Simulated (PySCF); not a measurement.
AlCl (SMILES [Al][Cl]), singlet, geometry from GFN2-xTB (such geometries of metal compounds can be far from the true shape). Base run: B3LYP/def2-SVP run with PySCF.

PySCF was given this input:
```python
from pyscf import gto, scf, dft

mol = gto.M(
    atom='''
Al   -0.00000000   -0.00000000   -1.15413952
Cl    0.00000000    0.00000000    0.88257728
''',
    basis='def2-svp',
    verbose=5,
)

mf = dft.RKS(mol)
mf.xc = 'b3lyp'
mf.kernel()
```

Variants of this job, named by their change:

| change | basis functions | E (Eh) | HOMO (eV) | HOMO-LUMO gap (eV) | dipole (D) |
|---|---|---|---|---|---|
| base | 36 | -702.48974 | -6.53 | 5.03 | 0.56 |
| basis = cc-pVDZ-DK; relativity = spin-free X2C | 36 | -704.57401 | -6.60 | 5.04 | 0.83 |
| basis = ANO-RCC-VDZP; relativity = none | 36 | -702.26711 | -6.65 | 5.08 | 0.90 |
| basis = ANO-RCC-VDZP; relativity = spin-free X2C; nucleus = Gaussian (with nucmod='G') | 36 | -704.59755 | -6.65 | 5.10 | 0.92 |
| basis = cc-pVDZ-DK; relativity = none | 36 | -702.29328 | -6.60 | 5.02 | 0.82 |
| basis = cc-pVDZ-DK; relativity = spin-free X2C; nucleus = Gaussian (with nucmod='G') | 36 | -704.57340 | -6.60 | 5.04 | 0.83 |
| basis = ANO-RCC-VDZP; relativity = spin-free X2C | 36 | -704.59818 | -6.65 | 5.10 | 0.92 |
| basis = x2c-SVPall; relativity = spin-free X2C | 36 | -704.32710 | -6.53 | 5.05 | 0.57 |
| basis = x2c-SVPall; relativity = spin-free X2C; nucleus = Gaussian (with nucmod='G') | 36 | -704.32656 | -6.53 | 5.05 | 0.57 |
| basis = x2c-SVPall; relativity = none | 36 | -702.27485 | -6.52 | 5.03 | 0.56 |

Absolute energies of different levels of theory aren't comparable as measures of quality.

Basis sets contracted for a relativistic Hamiltonian are a mismatch without it, so the rows without relativity aren't non-relativistic limits. No row has spin-orbit coupling; sets with core potentials leave out the core electrons.
